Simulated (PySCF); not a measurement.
C₅H₉B (SMILES C=CB(C)C=C), singlet, at a GFN2-xTB geometry; CASSCF(6,6)/STO-3G run with PySCF.

Input for PySCF:
```python
from pyscf import gto, scf, mcscf, mp
import numpy

mol = gto.Mole()
mol.atom = '''
    B    -0.22712162    0.01249261    0.35002049
    C    -0.63374445    0.88779935    1.60076801
    H    -1.00464257    0.29698827    2.43532340
    H    -1.37575981    1.64916320    1.37100630
    H     0.24837229    1.41729752    1.96388431
    C     0.13463754   -1.48661965    0.56167135
    C     0.88543811   -2.21654313   -0.26109848
    H    -0.20970809   -1.97537472    1.46880452
    H     1.14834849   -3.24457246   -0.05902050
    H     1.28930395   -1.80496812   -1.17265172
    C    -0.14857759    0.64018338   -1.07201471
    C    -0.04254830    1.94319120   -1.32446150
    H    -0.15576272   -0.02311233   -1.93164104
    H     0.04022925    2.34206101   -2.32491332
    H    -0.01600443    2.67198786   -0.53008261
'''
mol.basis = 'sto-3g'
mol.verbose = 4
mol.build()

mf = scf.RHF(mol)
mf.kernel()
mc = mcscf.CASSCF(mf, 6, 6)
mc.fix_spin_(ss=0.0)
noons, natorbs = mcscf.addons.make_natural_orbitals(mp.MP2(mf).run())
mc.kernel(natorbs)
occ = numpy.linalg.eigvalsh(mc.fcisolver.make_rdm1(mc.ci, mc.ncas, mc.nelecas))[::-1]
ss = mc.fcisolver.spin_square(mc.ci, mc.ncas, mc.nelecas)[0]
print('natural occupations', occ.round(4), ' <S^2>', round(ss, 4))
```

What the program printed (banner, timings and long lists left out):

```
PySCF version 2.14.0

[INPUT] verbose = 4
[INPUT] num. atoms = 15
[INPUT] num. electrons = 44
[INPUT] charge = 0
[INPUT] spin (= nelec alpha-beta = 2S) = 0
[INPUT] symmetry False subgroup None
[INPUT] Mole.unit = angstrom
[INPUT] Symbol           X                Y                Z      unit          X                Y                Z       unit  Magmom
[...]
nuclear repulsion = 194.850864794528
number of shells = 27
number of NR pGTOs = 117
number of NR cGTOs = 39
basis = sto-3g
ecp = {}

******** <class 'pyscf.scf.hf.RHF'> ********
method = RHF
initial guess = minao
damping factor = 0
level_shift factor = 0
DIIS = <class 'pyscf.scf.diis.CDIIS'>
diis_start_cycle = 1
diis_space = 8
diis_damp = 0
SCF conv_tol = 1e-09
SCF conv_tol_grad = None
SCF max_cycles = 50
direct_scf = True
direct_scf_tol = 1e-13
Set gradient conv threshold to 3.16228e-05
Initial guess from minao.
init E= -217.641498256077
[...]
cycle= 1 E= -216.524560198984  delta_E= 1.12  |g|= 0.323  |ddm|= 4.66
[...]
cycle= 2 E= -216.567193414437  delta_E= -0.0426  |g|= 0.108  |ddm|= 0.607
[...]
cycle= 3 E= -216.57095109138  delta_E= -0.00376  |g|= 0.0436  |ddm|= 0.194
[...]
cycle= 4 E= -216.57167386214  delta_E= -0.000723  |g|= 0.00525  |ddm|= 0.0673
[...]
cycle= 5 E= -216.57168893594  delta_E= -1.51e-05  |g|= 0.00187  |ddm|= 0.00902
[...]
cycle= 6 E= -216.571691870148  delta_E= -2.93e-06  |g|= 0.000439  |ddm|= 0.00514
[...]
cycle= 7 E= -216.571691986749  delta_E= -1.17e-07  |g|= 0.000105  |ddm|= 0.00106
[...]
cycle= 8 E= -216.571691993702  delta_E= -6.95e-09  |g|= 2.34e-05  |ddm|= 0.000259
[...]
cycle= 9 E= -216.571691994112  delta_E= -4.1e-10  |g|= 4.84e-06  |ddm|= 6.5e-05
[...]
Extra cycle  E= -216.571691994122  delta_E= -9.95e-12  |g|= 2.4e-06  |ddm|= 8.72e-06
converged SCF energy = -216.571691994122

******** <class 'pyscf.mp.mp2.RMP2'> ********
nocc = 22, nmo = 39
E(RMP2) = -216.894756362992  E_corr = -0.323064368870617
E(SCS-RMP2) = -216.918255140792  E_corr = -0.346563146670492
E_corr(same-spin) = -0.0474393415087477
E_corr(oppo-spin) = -0.275625027361869

******** <class 'pyscf.mcscf.mc1step.CASSCF'> ********
CAS (3e+3e, 6o), ncore = 19, nvir = 14
max_cycle_macro = 50
max_cycle_micro = 4
conv_tol = 1e-07
conv_tol_grad = None
orbital rotation max_stepsize = 0.02
orbital rotation threshold for CI restart = 0.01
augmented hessian ah_max_cycle = 30
augmented hessian ah_conv_tol = 1e-12
augmented hessian ah_linear dependence = 1e-14
augmented hessian ah_level shift = 1e-08
augmented hessian ah_start_tol = 2.5
augmented hessian ah_start_cycle = 3
augmented hessian ah_grad_trust_region = 3
kf_trust_region = 3
kf_interval = 4
ci_response_space = 4
ci_grad_trust_region = 3
with_dep4 0
natorb = False
canonicalization = True
sorting_mo_energy = False
ao2mo_level = 2
internal_rotation = False
******** <class 'pyscf.fci.addons.SpinPenaltyFCISolver'> ********
max. cycles = 50
conv_tol = 1e-08
davidson only = True
linear dependence = 1e-12
level shift = 0.001
max iter space = 12
nroots = 1
pspace_size = 400
spin = None
CASCI E = -216.661026760999  S^2 = 0.0000000
Set conv_tol_grad to 0.000316228
macro iter   1 ( 21 JK    4 micro), CASSCF E = -216.668757668890  dE = -7.73090789e-03  S^2 = 0.0000000
               |grad[o]|=0.023  |grad[c]|=0.0149  |ddm|=0.00994  |maxRot[o]|=0.247
macro iter   2 ( 21 JK    4 micro), CASSCF E = -216.677129029691  dE = -8.37136080e-03  S^2 = 0.0000000
               |grad[o]|=0.0179  |grad[c]|=0.0173  |ddm|=0.00717  |maxRot[o]|=0.303
macro iter   3 ( 20 JK    4 micro), CASSCF E = -216.679270481790  dE = -2.14145210e-03  S^2 = 0.0000000
               |grad[o]|=0.0111  |grad[c]|=0.00703  |ddm|=0.00415  |maxRot[o]|=0.126
macro iter   4 ( 15 JK    4 micro), CASSCF E = -216.679625571211  dE = -3.55089421e-04  S^2 = 0.0000000
               |grad[o]|=0.0044  |grad[c]|=0.00414  |ddm|=0.000686  |maxRot[o]|=0.0479
macro iter   5 ( 10 JK    3 micro), CASSCF E = -216.679780653479  dE = -1.55082268e-04  S^2 = 0.0000000
               |grad[o]|=0.00276  |grad[c]|=0.0011  |ddm|=0.000602  |maxRot[o]|=0.043
macro iter   6 (  6 JK    2 micro), CASSCF E = -216.679791179831  dE = -1.05263523e-05  S^2 = 0.0000000
               |grad[o]|=0.000751  |grad[c]|=0.000133  |ddm|=0.00024  |maxRot[o]|=0.0121
macro iter   7 (  3 JK    1 micro), CASSCF E = -216.679791222659  dE = -4.28275939e-08  S^2 = 0.0000000
               |grad[o]|=6.24e-05  |grad[c]|=2.58e-05  |ddm|=3.24e-05  |maxRot[o]|=0.000612
1-step CASSCF converged in   7 macro ( 96 JK  22 micro) steps
CASSCF canonicalization
Density matrix diagonal elements [1.98350465 1.89212932 1.8816098  0.11794235 0.10791856 0.01689533]
CASSCF energy = -216.679791222659
CASCI E = -216.679791222659  E(CI) = -7.70580654299340  S^2 = 0.0000000
natural occupations [1.9835 1.8958 1.8785 0.1211 0.1043 0.0169]  <S^2> 0.0
```
